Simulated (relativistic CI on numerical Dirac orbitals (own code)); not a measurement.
Fe²⁺ in a cubic cluster: L2,3 absorption with charge transfer

Computed with a charge-transfer multiplet model of a cubic metal-ligand cluster with up to 2 ligand holes, Slater and spin-orbit integrals from Dirac-Coulomb-Breit ions, Slater integrals scaled by 0.8. The ground state mixes d6 with configurations of k ligand holes L, whose averages lie at kΔ + k(k − 1)U_dd/2; a core hole lowers each added d electron by U_cd. 20 K, Lorentzian 0.4 eV and Gaussian 0.3 eV FWHM.

Atomic integrals in eV (Slater integrals scaled, ζ unscaled), ground: F2dd 8.723, F4dd 5.416, zeta_d 0.049; with the core hole: F2dd 9.374, F4dd 5.826, zeta_d 0.067, zeta_core 8.135, F2cd 5.460, G1cd 4.059, G3cd 2.306.

Cluster parameters (eV): Δ = 3.5, U_cd = 6.3, 10Dq = 0.75, 10Dq(ligand) = 0.4, V(eg) = 1.7, V(t2g) = -0.91, final-state hopping factor = 1.

| Case | n_d | d6 | d7L | d8L2 | S |
| --- | --- | --- | --- | --- | --- |
| U_dd = 4.7 eV | 6.19 | 0.82 | 0.18 | 0.01 | 2.00 |
| U_dd = 5.4 eV | 6.19 | 0.82 | 0.18 | 0.01 | 2.00 |
| U_dd = 6.1 eV | 6.19 | 0.82 | 0.17 | 0.01 | 2.00 |
| U_dd = 6.8 eV | 6.18 | 0.82 | 0.17 | 0.01 | 2.00 |
| U_dd = 7.5 eV | 6.18 | 0.82 | 0.17 | 0.01 | 2.00 |

Weights, n_d and S are thermal averages at 20 K. Photon energies count from the first peak over 30 % of the highest in each spectrum, which can be another peak from case to case. The parameters are a model scan and need not match a compound or its usual spin state. Peaks in eV (height, largest 100):
- U_dd = 4.7 eV: -1.9 (22), -1.2 (24), 0.0 (100), 2.1 (17), 2.9 (12), 3.9 (6), 12.6 (35), 15.0 (6)
- U_dd = 5.4 eV: -1.8 (21), -1.1 (25), 0.0 (100), 2.3 (17), 3.2 (11), 11.5 (6), 12.7 (37), 15.2 (6)
- U_dd = 6.1 eV: -1.9 (21), -1.1 (25), 0.0 (100), 2.4 (18), 11.4 (6), 12.6 (38), 15.3 (6)
- U_dd = 6.8 eV: -1.9 (20), -1.1 (25), 0.0 (100), 2.5 (18), 11.4 (6), 12.6 (38), 15.3 (6)
- U_dd = 7.5 eV: -1.8 (20), -1.0 (25), 0.0 (100), 2.6 (18), 11.5 (6), 12.7 (39), 15.5 (7)

Curve for U_dd = 7.5 eV (points under 2 left out, the grid thinned):

(E (eV), Intensity): (-3.0, 2.1), (-2.7, 3.1), (-2.4, 6.2), (-2.1, 14.3), (-1.8, 19.9), (-1.5, 20.2), (-1.2, 23.6), (-0.9, 24.9), (-0.6, 29.9), (-0.3, 58.2), (0.0, 100.0), (0.3, 75.7), (0.6, 56.2), (0.9, 54.3), (1.2, 48.9), (1.5, 31.7), (1.8, 16.7), (2.1, 12.9), (2.4, 16.9), (2.7, 17.9), (3.0, 13.4), (3.3, 9.4), (3.6, 8.1), (3.8, 7.3), (4.1, 5.7), (4.4, 3.7), (4.7, 2.5), (11.0, 2.5), (11.3, 4.8), (11.6, 5.6), (11.9, 5.8), (12.2, 11.0), (12.5, 28.7), (12.8, 38.2), (13.1, 25.1), (13.4, 14.6), (13.7, 9.6), (14.0, 8.7), (14.3, 7.0), (14.6, 4.6), (14.9, 3.9), (15.2, 4.8), (15.5, 6.6), (15.8, 4.1), (16.1, 2.0)

For the case U_dd = 5.4 eV, Δ = 3.5 eV is smaller than U_dd = 5.4 eV, the charge-transfer side of the Zaanen-Sawatzky-Allen scheme. With the core hole the configuration with one ligand hole lies at Δ + U_dd − U_cd = 1.9, 2.6, 3.3, 4.0, 4.7 eV from the one without, in the order of the table; where this is negative the screened configuration lies lower, though the effective hopping of about 2.6 eV (from the holes of the mixed ground state) mixes the two strongly wherever it is as large as the gap.
